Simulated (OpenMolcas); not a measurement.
An atom or ion with 42 electrons was computed by MS-CASPT2, IPEA 0.25 Eh, imaginary shift 0.1 Eh with spin-orbit coupling (OpenMolcas, ANO-RCC-VTZP, DKH2). The lowest levels that the run gave, each within 12 % of the measured value where one is at hand:

```
J  Parity  E (cm-1)      g
4    even       0.0  1.494
3    even      2570  1.496
2    even      3840  1.497
1    even      4790  1.498
0    even      5220       
2    even     21790  1.479
4    even     21830  1.023
6    even     22760  1.160
5    even     23050  1.079
3    even     25510  1.014
4    even     26110  1.017
2    even     26410  0.689
```

Task: Which ion is it, and what are the configurations and terms?

Result: Ag5+ (Z = 47, charge +5; active space 6 electrons in 5 orbitals (4d)). J, parity and g give the terms where levels are pure, and mixed ones are named by the computed weights; the size of the splittings, set against known spectra of the 42-electron sequence, gives the charge. In order, with the measured energies in cm-1 (the list in Gamrath, thesis, University of Mons (2023)): 4d6 5D4, 4d6 5D3 (2692), 4d6 5D2 (3953), 4d6 5D1 (4941), 4d6 5D0 (5380), 4d6 3P2(1) (21042), 4d6 3H4 [36 %], 4d6 3H6 (21512), 4d6 3H5 [73 %] (21812), 4d6 3F3(1) (24441), 4d6 3H4 [52 %], 4d6 3F2(1) (25306).

CASPT2 does not keep the components of a term degenerate, so their means are used; among the terms shown or strongly mixed into the levels shown the widest spread is 270 cm-1 (4d6 3G). Computed and measured levels are paired by configuration, term and J; levels that our copy of the source lacks, or whose pairing is in doubt (as where it misses far off the trend of its configuration), stay unpaired and out of the deviations. Levels of configurations outside the active space are missing.

A share in square brackets marks a mixed level and gives the weight of the term that names it. A number in round brackets counts repeated terms of one configuration in the order of the reference energies.
